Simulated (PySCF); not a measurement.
Al(Me)(OH)2(HOMe), C₂H₉AlO₃, singlet, GFN2-xTB optimised geometry.

```
15

Al    -0.33     0.19     0.00
C     -1.20    -1.42     0.82
H     -2.23    -1.58     0.49
H     -1.25    -1.32     1.90
H     -0.67    -2.36     0.64
O     -1.25     1.57     0.00
H     -1.74     2.36     0.15
O      1.34     0.19     0.00
H      2.23     0.29     0.31
C     -1.41    -0.37    -2.87
O     -0.39    -0.25    -1.91
H     -1.17     0.18    -3.78
H     -2.30     0.06    -2.41
H     -1.61    -1.42    -3.11
H      0.45    -0.62    -2.21
```

Density from PySCF with CAM-B3LYP/def2-TZVP at that geometry.

Minimum of the electron density along straight lines between bonded atoms, close to the bond critical point (lines longer than 1.1 times the sum of covalent radii, or with two minima, are not listed):

```
bond     length / Å  ρ at the minimum / e bohr⁻³  ∇²ρ there / e bohr⁻⁵  position (fraction from the first atom)
-------  ----------  ---------------------------  --------------------  ---------------------------------------
Al1–C2        2.009                            …                     …                                     0.40
C2–H3         1.091                        0.269                 -0.88                                     0.63
C2–H4         1.090                        0.270                 -0.88                                     0.63
C2–H5         1.090                        0.270                 -0.89                                     0.63
Al1–O6        1.659                        0.110                  0.90                                     0.44
O6–H7         0.943                        0.367                 -2.59                                     0.82
Al1–O8        1.670                        0.108                  0.87                                     0.43
O8–H9         0.943                        0.367                 -2.58                                     0.81
Al1–O11       1.960                            …                  0.31                                     0.42
C10–O11       1.408                        0.253                 -0.42                                     0.34
C10–H12       1.093                        0.286                 -1.02                                     0.65
C10–H13       1.087                        0.291                 -1.06                                     0.66
C10–H14       1.093                        0.286                 -1.02                                     0.65
O11–H15       0.960                        0.359                 -2.54                                     0.82
```

Task: Fill in the missing entries.

Result: 
- Al1–C2, ρ at the minimum / e bohr⁻³: 0.080
- Al1–C2, ∇²ρ there / e bohr⁻⁵: 0.21
- Al1–O11, ρ at the minimum / e bohr⁻³: 0.050
